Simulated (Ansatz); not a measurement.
`N#[C][GaH][OH]` and `N#[C][AlH][OH]` differ in one element.

Ansatz, PBE0-D4/def2-TZVP geometries, multiplicity 1. Each molecule was computed in one conformer, which needn't be the lowest.

Scalar relativity is left out up to krypton.

```json
{"property": "size of the dipole moment (ωB97M-V/def2-TZVPP) / D", "`N#[C][GaH][OH]`": "4.78"}
{"property": "HOMO–LUMO gap (B3LYP/def2-TZVPP) / eV", "`N#[C][GaH][OH]`": "6.91"}
{"property": "HOMO–LUMO gap (ωB97M-V/def2-TZVPP) / eV", "`N#[C][GaH][OH]`": "11.54"}
{"property": "HOMO energy (PBE/def2-TZVPP) / eV", "`N#[C][GaH][OH]`": "-8.05"}
{"property": "size of the dipole moment (B3LYP/def2-TZVPP) / D", "`N#[C][GaH][OH]`": "4.75"}
{"property": "HOMO–LUMO gap (PBE0/def2-TZVPP) / eV", "`N#[C][GaH][OH]`": "7.42"}
```

(1) What does the change do to each property? (An estimate is asked.)

## Answers

(1) Computed: 
| property | `N#[C][AlH][OH]` | shift |
| --- | --- | --- |
| size of the dipole moment (ωB97M-V/def2-TZVPP) / D | 4.60 | -0.18 |
| HOMO–LUMO gap (B3LYP/def2-TZVPP) / eV | 7.19 | 0.28 |
| HOMO–LUMO gap (ωB97M-V/def2-TZVPP) / eV | 11.71 | 0.17 |
| HOMO energy (PBE/def2-TZVPP) / eV | -7.98 | 0.07 |
| size of the dipole moment (B3LYP/def2-TZVPP) / D | 4.57 | -0.18 |
| HOMO–LUMO gap (PBE0/def2-TZVPP) / eV | 7.64 | 0.22 |

Dipoles are sizes alone; their direction can turn.

B3LYP here is the variant with VWN-RPA as its local correlation; programs differ in this.
